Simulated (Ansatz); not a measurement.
Geometry optimisation, Ansatz, RKS PBE/def2-SVP.

Input file:

```yaml
crystal:
  periodic: [false, false, false]
  atoms:
    - { symbol: Ta, position_ang: [-0.398531, 0.498386, 0.295651] }
    - { symbol: O, position_ang: [2.614307, -0.594935, 0.239691] }
    - { symbol: H, position_ang: [2.659558, -1.013049, 1.121658] }
    - { symbol: Cl, position_ang: [-0.19696, -0.088363, 2.561323] }
    - { symbol: Cl, position_ang: [0.174437, 1.168358, -1.858415] }
    - { symbol: Cl, position_ang: [-2.518576, 1.326823, 0.357788] }
    - { symbol: Cl, position_ang: [-0.570519, -1.728229, -0.338168] }
    - { symbol: S, position_ang: [1.171667, 2.352654, 0.830553] }
    - { symbol: H, position_ang: [1.169429, 2.243017, 2.190097] }
    - { symbol: H, position_ang: [2.795288, 0.360639, 0.441222] }
basis:
  gaussian: { orbitals: def2-SVP }
hamiltonian:
  xc: pbe
relax:
  f_tol: 0.03
  max_steps: 50
```

Command:

```bash
$ ansatz run input.yaml --threads 4 --pin off --max-ram 5120MiB --backend cpu --events-out ev --progress --plain --runs-dir out
```

Q: Where does it end, and by what steps?

A: It converged. After 16 steps the energy has fallen by 0.447 eV; H3 moved furthest, 0.72 Å. Joined: Ta1–O2 (3.21 → 2.33 Å).

| step | energy less start (eV) | largest force component (eV/Å) | accepted |
| --- | --- | --- | --- |
| 0 | 0.0000 | 0.639 | yes |
| 1 | -0.1007 | 1.017 | yes |
| 2 | -0.2455 | 1.114 | yes |
| 3 | -0.3960 | 0.487 | yes |
| 4 | -0.3866 | 0.627 | no |
| 5 | -0.4235 | 0.210 | yes |
| 6 | -0.4340 | 0.211 | yes |
| 7 | -0.4362 | 0.178 | yes |
| 8 | -0.4358 | 0.476 | no |
| 9 | -0.4410 | 0.114 | yes |
| 10 | -0.4445 | 0.061 | yes |
| 11 | -0.4454 | 0.044 | yes |
| 12 | -0.4381 | 0.751 | no |
| 13 | -0.4461 | 0.035 | yes |
| 14 | -0.4464 | 0.120 | yes |
| 15 | -0.4458 | 0.109 | no |
| 16 | -0.4471 | 0.018 | yes |

```xyz
10
Properties=species:S:1:pos:R:3
Ta -0.098 0.462 0.322
O 2.092 -0.341 0.272
H 2.237 -1.254 0.592
Cl -0.003 -0.029 2.636
Cl 0.332 1.147 -1.869
Cl -2.290 1.137 0.363
Cl -0.357 -1.817 -0.248
S 1.184 2.501 0.836
H 1.101 2.453 2.196
H 2.702 0.266 0.741
```

Whether the end is a true minimum wasn't checked by a vibrational analysis.

Time of the run: 57 s on 4 threads of Arm Neoverse V1 (shared host), peak memory 0.26 GiB.
